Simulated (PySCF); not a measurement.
SMILES C1=[C]C=CC1, doublet, B3LYP/def2-SVP optimised geometry.

```
10

C      1.34     0.16     0.00
C      0.32     1.03     0.00
C     -0.95     0.18     0.00
C     -0.44    -1.24     0.00
C      0.92    -1.24     0.00
H      0.33     2.12     0.00
H     -1.58     0.39     0.88
H     -1.58     0.39    -0.88
H     -1.09    -2.12     0.00
H      1.58    -2.11     0.00
```

Density from unrestricted B3LYP/def2-TZVP in PySCF 2.14.0 at that geometry.

Minimum of the electron density along straight lines between bonded atoms, close to the bond critical point (lines longer than 1.1 times the sum of covalent radii, or with two minima, are not listed):

| bond | length / Å | ρ at the minimum / e bohr⁻³ | ∇²ρ there / e bohr⁻⁵ | position (fraction from the first atom) |
|---|---|---|---|---|
| C1–C2 | 1.340 | 0.345 | -1.02 | 0.51 |
| C2–C3 | 1.518 | 0.248 | ___ | 0.50 |
| C3–C4 | 1.509 | 0.257 | ___ | 0.50 |
| C1–C5 | 1.458 | 0.276 | ___ | 0.50 |
| C4–C5 | 1.355 | 0.339 | -0.99 | 0.50 |
| C2–H6 | 1.090 | 0.280 | -0.99 | 0.65 |
| C3–H7 | 1.107 | 0.267 | -0.89 | 0.64 |
| C3–H8 | 1.107 | 0.267 | -0.89 | 0.64 |
| C4–H9 | 1.092 | 0.280 | -0.98 | 0.65 |
| C5–H10 | 1.090 | 0.282 | -1.00 | 0.65 |

Task: Complete the blanks.

Result: 
- C2–C3, ∇²ρ there / e bohr⁻⁵: -0.60
- C3–C4, ∇²ρ there / e bohr⁻⁵: -0.66
- C1–C5, ∇²ρ there / e bohr⁻⁵: -0.73
